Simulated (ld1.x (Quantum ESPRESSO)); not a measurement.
Which change was made? (Sc, PAW)

scandium (Sc), PAW, made with ld1.x (Quantum ESPRESSO) 7.5 (revPBE, scalar-relativistic). Core [Ne], reference 3s2 3p6 3d0 4s0 4p0 (charge +3). Waves: 3s (bound): rcut 1.55, rcutus 1.90 bohr; 4s (bound, empty): rcut 1.55, rcutus 1.90 bohr; 3p (bound): rcut 1.45, rcutus 1.70 bohr; 4p (bound, empty): rcut 1.45, rcutus 1.70 bohr; 3d (bound, empty): rcut 1.75, rcutus 2.30 bohr; 3d channel at 2.55 Ry: rcut 1.75, rcutus 2.30 bohr. Local part: all-electron potential smoothed inside 1.90 bohr (lloc = -1). Core correction: a·sin(br)/r model core, default radius (ld1.x builds one for every PAW set, though the input has nlcc=.false.). Augmentation charge: BESSEL, radius 1.40 bohr.

Cutoffs, loose and tight: the cutoffs (Ry, on a coarse ladder) from which the occupation-weighted sum of valence levels, in a spherical-Bessel basis at the reference potential, stays within 10 and 1 mRy of its value at 400 Ry. They do not see the model core or the augmentation charge, which bear on the density cutoff. Test errors are all-electron minus pseudo excitation energies from the reference, over the configurations 3s2 3p6 3d1 4s2 4p0; 3s2 3p6 3d1 4s1 4p0; 3s2 3p6 3d1 4s0 4p0; 3s2 3p6 3d2 4s0 4p0; 3s2 3p6 3d0 4s2 4p0; 3s1 3p6 3d1 4s2 4p0; 3s2 3p6 3d0 4s2 4p1; variants that change the core or the reference have their own tests. The largest error is taken over the tests solved by every variant that gives reliable tests at all, those not shown here included: 3s2 3p6 3d1 4s0 4p0; 3s2 3p6 3d1 4s1 4p0; 3s2 3p6 3d1 4s2 4p0.

The base gives: outcome: generated; cutoff, loose: 30 Ry; cutoff, tight: 50 Ry; bound ghosts: none; largest test error (meV): -1.3.

(1) After one change the result is: outcome: generated, overlap not positive; bound ghosts: not determined (overlap not positive); largest test error (meV): +73. Which change was it?
A. local potential all-electron potential smoothed inside 2.10 bohr (lloc = -1)
B. waves 3p (bound): rcut 1.45, rcutus 2.34 bohr; 4p (bound): rcut 1.45, rcutus 2.34 bohr
C. reference 3s2 3p6 3d1 4s0 4p0
D. all radii but the core radius scaled by about 0.94 (s 1.78, p 1.60, d 2.16 bohr, rcut 1.46/1.36/1.64); local potential all-electron potential smoothed inside 1.78 bohr (lloc = -1); augmentation BESSEL, radius 1.32 bohr

Results:

(1) A. The others give: all radii but the core radius scaled by about 0.94 (s 1.78, p 1.60, d 2.16 bohr, rcut 1.46/1.36/1.64); local potential all-electron potential smoothed inside 1.78 bohr (lloc = -1); augmentation BESSEL, radius 1.32 bohr → outcome: generated; cutoff, loose: 30 Ry; cutoff, tight: 55 Ry; bound ghosts: none; largest test error (meV): +4.2 | reference 3s2 3p6 3d1 4s0 4p0 → outcome: generated, overlap not positive; bound ghosts: not determined (overlap not positive); largest test error (meV): -8.6 | waves 3p (bound): rcut 1.45, rcutus 2.34 bohr; 4p (bound): rcut 1.45, rcutus 2.34 bohr → outcome: generated; cutoff, loose: 15 Ry; cutoff, tight: 30 Ry; bound ghosts: none; largest test error (meV): -18. A file whose overlap is not positive is unfit for use, and its test errors describe a broken file.
